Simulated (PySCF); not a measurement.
# Bonding in `FC(F)(F)C[C@H]1C[SiH2]1`

Compound: C4H7F3Si.
Numbering: `[F:1][C:2]([F:3])([F:4])[CH2:5][C@H:6]1[CH2:7][SiH2:8]1` (hydrogens: H9, H10 on C5; H11 on C6; H12, H13 on C7; H14, H15 on Si8)

Cartesian coordinates in Å at the PBE0-D3(BJ)/def2-SVP level; atoms count from 1:
```xyz
15
C4H7F3Si angstrom
F     -3.0337    0.2685   -0.8859
C     -1.9540    0.5446   -0.1461
F     -1.5370    1.7663   -0.4965
F     -2.3531    0.6116    1.1293
C     -0.8832   -0.4987   -0.3405
C      0.3266   -0.2857    0.5345
C      1.6370   -0.9981    0.1596
Si     1.7320    0.8603    0.0840
H     -1.3533   -1.4770   -0.1425
H     -0.6145   -0.4843   -1.4084
H      0.0904   -0.3252    1.6052
H      1.6297   -1.5429   -0.7922
H      2.1458   -1.5559    0.9525
H      2.4206    1.6087    1.1632
H      1.7283    1.5009   -1.2536
```

Bond orders from the PBE0/pcSseg-1 density (PySCF). Geometry: PBE0-D3(BJ)/def2-SVP, one conformer, isolated molecule.

(1) Where do the orders between heavy atoms depart from those drawn in the SMILES?

(2) Give the Mayer order of every bond between heavy atoms, beside its length.

Answers

(1) The largest departure is 0.116, at C6–C7 (drawn single, 0.884).

(2) 
```csv
bond,drawn as,length (Å),Mayer order
F1–C2,single,1.338,0.999
C2–F3,single,1.338,1.005
C2–F4,single,1.338,0.995
C2–C5,single,1.508,1.026
C5–C6,single,1.508,1.002
C6–C7,single,1.538,0.884
C7–Si8,single,1.862,0.960
Si8–C6,single,1.869,0.917
```

Bonds between the same two heavy elements. C–F: all 3 within 0.02 of one another (0.995 to 1.005). C–C: lowest C6–C7 (0.884, 1.538 Å), highest C2–C5 (1.026, 1.508 Å). C–Si: lowest Si8–C6 (0.917, 1.869 Å), highest C7–Si8 (0.960, 1.862 Å).

**Question.** And the bonds to hydrogen?

**Answer.** C–H: 0.92 to 0.95 (5 bonds); H–Si: 0.94 to 0.95 (2 bonds).

**Question.** Sum the orders of all bonds at each heavy atom with more than one neighbour and set the sums beside the valence in the SMILES.

**Answer.** C2 4.025 (drawn 4), C5 3.885 (drawn 4), C6 3.735 (drawn 4), C7 3.738 (drawn 4), Si8 3.767 (drawn 4). Orders between atoms that aren't bonded are not in these sums.

The Mayer order sums products of elements of PS (density times overlap matrix) between the two atoms' basis functions, so it depends on the basis set.
